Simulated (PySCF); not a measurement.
# Electronic structure of Zr⁺ (zirconium, charge +1) at the TPSSh level

Configuration: [Kr] 4d3, high-spin 4F determinant (an excited configuration). Calculation: PySCF 2.14, in aug-cc-pwCVDZ-PP with ECP28MDF; scalar relativity through the core potential.

| Quantity | Value |
| --- | --- |
| Total energy | -46.4953 hartree |
| One-electron energy | -75.7169 hartree |
| Hartree (Coulomb) energy | 35.0068 hartree |
| Exchange-correlation energy | -5.7853 hartree |
| ⟨S²⟩ | 3.7514 |
| ⟨L²⟩ | 12.012 |
| Sum of ⟨r⟩ | 17.66 bohr |
| Sum of ⟨r²⟩ | 35.08 bohr² |

```
shell  electrons  mean orbital energy (hartree)  rms radius, mean of both spins (bohr)
 4s α          1                       -2.23406                                   1.31
 4s β          1                       -2.18043                                   1.31
 4p α          3                       -1.40623                                   1.49
 4p β          3                       -1.33675                                   1.49
 4d α          3                       -0.34359                                   2.47
```

Energies and moments cover only the electrons outside the core potential.
